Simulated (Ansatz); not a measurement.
Ansatz (a first-principles code) input (B3LYP-D3(BJ)/def2-TZVP):

Ansatz 0.2 input:
```yaml
crystal:
  periodic: [false, false, false]
  atoms:
    - {symbol: F, position_ang: [-0.84755154, -1.21583955, -0.23224327]}
    - {symbol: As, position_ang: [-0.00002757, -0.00565179, 0.59729326]}
    - {symbol: F, position_ang: [1.46774157, -0.11598067, -0.24241421]}
    - {symbol: F, position_ang: [-0.64230785, 1.33909309, -0.20916289]}
basis:
  gaussian:
    orbitals: def2-TZVP
hamiltonian:
  xc: b3lyp
  dispersion: d3bj
total_charge: 1
magnetization: {spin_polarized: true, initial_magnetization: 1}
relax: {f_tol: 0.002, max_steps: 150}
```

End of the output:

```
reference -68986.88735321 eV, -2535.2213492388 hartree; 30, 29 occupied and 111, 112 virtual orbitals, 884 factors
relax step   5: F+E_penalty+E_count = -68986.97672529 eV  Δ(F+E_penalty+E_count) = -3.306e-5 eV  max|allowed force component| = 8.607e-4 eV/Å  Δτ_max = 0.0011 Å  (35 SCF iters, accepted)
integrals: 0.05 GiB planned
884 factors; their error is unknown
mean field: 0.74 GiB planned
mean field evaluation 64: about -68986.6672 eV, gradient 1.2e-1 eV
mean field -68986.88719221 eV, -2535.2213433223 hartree, gradient 1.7e-5 eV, S^2 0.753968; 1 other end points of the search recorded, 0 dependent functions left out
the calculation of the forces begins
reference -68986.88735321 eV, -2535.2213492388 hartree; 30, 29 occupied and 111, 112 virtual orbitals, 884 factors
Total energy: -68986.97688628 eV, -2535.2246395185 hartree
Atom 0 at    -0.885076    -1.271337    -0.183749 Å, force     0.000394     0.000564     0.000287 eV/Å
Atom 1 at    -0.001271    -0.004207     0.451180 Å, force    -0.000005     0.000014    -0.000861 eV/Å
Atom 2 at     1.534748    -0.121797    -0.194343 Å, force    -0.000681     0.000047     0.000294 eV/Å
Atom 3 at    -0.670546     1.398962    -0.159615 Å, force     0.000292    -0.000624     0.000279 eV/Å
Dipole moment:     0.003961    -0.004284     0.439134 e Å
```
